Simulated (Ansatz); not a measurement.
Geometry optimisation, RKS PBE0/def2-SVP (Ansatz 0.2.0).

Input file:

```yaml
crystal:
  periodic: [false, false, false]
  atoms:
    - { symbol: W, position_ang: [0.254705, 0.219044, -0.374881] }
    - { symbol: F, position_ang: [0.182934, 0.288322, 2.670802] }
    - { symbol: H, position_ang: [1.341242, -0.777738, 0.399948] }
    - { symbol: H, position_ang: [-0.712775, 1.310914, 0.416806] }
    - { symbol: H, position_ang: [-1.334687, -0.234733, 0.005699] }
    - { symbol: H, position_ang: [-0.175528, -1.411524, -0.177603] }
    - { symbol: H, position_ang: [0.4874, 0.464373, -2.061862] }
    - { symbol: O, position_ang: [1.497705, 1.479545, 0.434922] }
    - { symbol: H, position_ang: [2.390104, 1.126697, 0.554082] }
    - { symbol: H, position_ang: [0.6208, 1.0628, 2.414787] }
basis:
  gaussian: { orbitals: def2-SVP }
hamiltonian:
  xc: pbe0
relax:
  f_tol: 0.03
  max_steps: 50
```

Run as:

```bash
$ ansatz run input.yaml --threads 2 --pin off --max-ram 3072MiB --backend cpu --events-out ev --progress --plain --runs-dir out
```

Where does it end, and by what steps?

It converged. After 21 steps the energy has fallen by 0.997 eV; H6 moved furthest, 1.12 Å. Joined: W1–F2.

```json
{"step": "0", "energy less start (eV)": "0.0000", "largest force component (eV/Å)": "0.240", "accepted": "yes"}
{"step": "1", "energy less start (eV)": "-0.0670", "largest force component (eV/Å)": "0.234", "accepted": "yes"}
{"step": "2", "energy less start (eV)": "-0.0952", "largest force component (eV/Å)": "0.367", "accepted": "yes"}
{"step": "3", "energy less start (eV)": "-0.0900", "largest force component (eV/Å)": "0.779", "accepted": "no"}
{"step": "4", "energy less start (eV)": "-0.1026", "largest force component (eV/Å)": "0.109", "accepted": "yes"}
{"step": "5", "energy less start (eV)": "-0.1032", "largest force component (eV/Å)": "0.062", "accepted": "yes"}
{"step": "6", "energy less start (eV)": "-0.1049", "largest force component (eV/Å)": "0.071", "accepted": "yes"}
{"step": "7", "energy less start (eV)": "-0.1312", "largest force component (eV/Å)": "0.226", "accepted": "yes"}
{"step": "8", "energy less start (eV)": "-0.2350", "largest force component (eV/Å)": "0.578", "accepted": "yes"}
{"step": "9", "energy less start (eV)": "-0.4660", "largest force component (eV/Å)": "0.802", "accepted": "yes"}
{"step": "10", "energy less start (eV)": "-0.7063", "largest force component (eV/Å)": "1.029", "accepted": "yes"}
{"step": "11", "energy less start (eV)": "-0.8499", "largest force component (eV/Å)": "0.654", "accepted": "yes"}
{"step": "12", "energy less start (eV)": "-0.8945", "largest force component (eV/Å)": "0.361", "accepted": "yes"}
{"step": "13", "energy less start (eV)": "-0.9295", "largest force component (eV/Å)": "0.528", "accepted": "yes"}
{"step": "14", "energy less start (eV)": "-0.9616", "largest force component (eV/Å)": "0.575", "accepted": "yes"}
{"step": "15", "energy less start (eV)": "-0.9740", "largest force component (eV/Å)": "0.859", "accepted": "yes"}
{"step": "16", "energy less start (eV)": "-0.9841", "largest force component (eV/Å)": "0.767", "accepted": "yes"}
{"step": "17", "energy less start (eV)": "-0.9935", "largest force component (eV/Å)": "0.277", "accepted": "yes"}
{"step": "18", "energy less start (eV)": "-0.9955", "largest force component (eV/Å)": "0.052", "accepted": "yes"}
{"step": "19", "energy less start (eV)": "-0.9958", "largest force component (eV/Å)": "0.124", "accepted": "yes"}
{"step": "20", "energy less start (eV)": "-0.9968", "largest force component (eV/Å)": "0.065", "accepted": "yes"}
{"step": "21", "energy less start (eV)": "-0.9973", "largest force component (eV/Å)": "0.011", "accepted": "yes"}
```

```xyz
10
Properties=species:S:1:pos:R:3
W 0.181 0.398 -0.075
F 0.046 1.225 2.322
H 0.794 -1.041 0.462
H -1.386 0.820 0.409
H -0.871 -0.802 0.440
H 0.194 -0.911 -1.106
H 0.219 0.706 -1.749
O 1.810 1.135 0.696
H 2.613 0.615 0.823
H 0.952 1.384 2.061
```

Whether the end is a true minimum wasn't checked by a vibrational analysis.

Run time: 68 s on 2 threads of AMD EPYC 7R43 64-Core Processor (Zen 3), with other jobs on the host, peak memory 0.2 GiB.
